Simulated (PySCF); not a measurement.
## NMR parameters of Si(iPr)2Me2

Si(iPr)2Me2, C8H20Si, point group C2.

Geometry:
```csv
atom,x (Å),y (Å),z (Å)
Si1,-0.418,-0.009,-0.291
C2,-0.411,0.172,1.605
C3,0.354,-0.959,2.290
C4,-1.826,0.305,2.170
H5,0.122,1.120,1.806
H6,1.402,-1.017,1.955
H7,-0.109,-1.939,2.086
H8,0.366,-0.831,3.386
H9,-1.807,0.474,3.260
H10,-2.379,1.142,1.717
H11,-2.415,-0.611,1.997
C12,1.372,-0.164,-0.924
C13,2.256,0.985,-0.440
C14,1.429,-0.303,-2.445
H15,1.758,-1.103,-0.484
H16,2.289,1.052,0.659
H17,1.894,1.957,-0.817
H18,3.294,0.870,-0.794
H19,2.465,-0.459,-2.795
H20,0.829,-1.152,-2.809
H21,1.054,0.605,-2.946
C22,-1.233,1.509,-1.058
H23,-1.202,1.463,-2.158
H24,-0.730,2.437,-0.744
H25,-2.291,1.584,-0.761
C26,-1.390,-1.550,-0.780
H27,-2.416,-1.512,-0.381
H28,-0.913,-2.466,-0.396
H29,-1.465,-1.644,-1.874
```

GIAO calculations in PySCF 2.14.0 with density-fitted response routines on the PBE0-D3(BJ)/def2-SVP structure: isolated species, non-relativistic, equivalent atoms averaged; basis pcSseg-1.

Q: Give the isotropic shieldings (ppm) with PBE0, wB97X-D.

A: 
```json
{"atoms": "Si1", "environment": "silicon bonded to 4 C", "PBE0": "343.6", "wB97X-D": "342.4"}
{"atoms": "C3/C4/C13/C14", "environment": "carbon bonded to C, 3 H", "PBE0": "166.0", "wB97X-D": "166.1"}
{"atoms": "C2/C12", "environment": "carbon bonded to 2 C, Si, H", "PBE0": "170.8", "wB97X-D": "171.9"}
{"atoms": "C22/C26", "environment": "carbon bonded to Si, 3 H", "PBE0": "193.6", "wB97X-D": "193.4"}
{"atoms": "H6/H7/H8/H9/H10/H11/H16/H17/H18/H19/H20/H21", "environment": "hydrogen on a carbon bonded to C", "PBE0": "30.34", "wB97X-D": "30.46"}
{"atoms": "H5/H15", "environment": "hydrogen on a carbon bonded to 2 C, Si", "PBE0": "30.69", "wB97X-D": "30.89"}
{"atoms": "H23/H24/H25/H27/H28/H29", "environment": "hydrogen on a carbon bonded to Si", "PBE0": "31.37", "wB97X-D": "31.48"}
{"atoms": "HOMO–LUMO gap (eV)", "environment": "–", "PBE0": "8.40", "wB97X-D": "12.01"}
```

Q: And the chemical shifts, against references computed in the same way?

A: 
```
                                      atoms  nucleus, reference   PBE0  wB97X-D
                                        Si1           29Si, TMS    8.3     10.5
                              C3/C4/C13/C14            13C, TMS   18.4     18.5
                                     C2/C12            13C, TMS   13.6     12.6
                                    C22/C26            13C, TMS   -9.2     -8.8
H6/H7/H8/H9/H10/H11/H16/H17/H18/H19/H20/H21             1H, TMS   0.93     0.92
                                     H5/H15             1H, TMS   0.58     0.49
                    H23/H24/H25/H27/H28/H29             1H, TMS  -0.10    -0.10
```

Q: Which part of the shielding of Si1 depends on the functional?

A: Diamagnetic: PBE0 884, wB97X-D 884 ppm; paramagnetic: PBE0 -541, wB97X-D -542 ppm. The diamagnetic part, set mainly by inner electrons, hardly moves; the paramagnetic part goes with low-lying magnetically allowed excitations and carries the spread.
